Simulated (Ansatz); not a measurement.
PBE exchange is replaced step by step with exact exchange (0 % is PBE, 25 % PBE0; no dispersion term), basis def2-SVP, Ansatz. System: BMe2(PMe2) (C4H12BP). Total charge 0; singlet. Geometry: r2SCAN-D4/def2-SVP.

Geometry of the singlet:

Cartesian coordinates in Å:
```
B -0.154 -0.922 -0.166
C -1.156 -1.625 0.831
H -0.691 -1.583 1.837
H -1.314 -2.694 0.611
H -2.137 -1.135 0.930
C 0.967 -1.773 -0.876
H 1.603 -2.231 -0.095
H 1.627 -1.236 -1.573
H 0.517 -2.628 -1.414
P -0.414 0.886 -0.619
C 1.232 1.688 -0.896
C -1.082 1.779 0.861
H 1.862 1.695 0.008
H 1.088 2.726 -1.233
H 1.767 1.152 -1.694
H -0.379 1.780 1.710
H -1.317 2.821 0.595
H -2.018 1.299 1.181
```

```tsv
exact exchange (%)	HOMO (eV)	LUMO (eV)	gap (eV)
0	-4.91	-1.46	3.45
10	-5.33	-1.12	4.21
15	-5.54	-0.95	4.59
25	-5.97	-0.60	5.37
```

Question: Fit a straight line to the column «gap (eV)» against the share of exact exchange and predict its value at 40 %.

Answer: With x = exact exchange (%) and y = gap (eV): mean x = 12.5, mean y = 4.405; Σ(x − x̄)(y − ȳ) = 24.95, Σ(x − x̄)² = 325; slope b = 0.07677, intercept a = ȳ − b·x̄ = 3.445. The residuals of the fitted rows reach 0.01. At x = 40 the line gives 3.445 + (0.07677 × 40) = 6.52; the run gave 6.54, 0.02 more than the line.
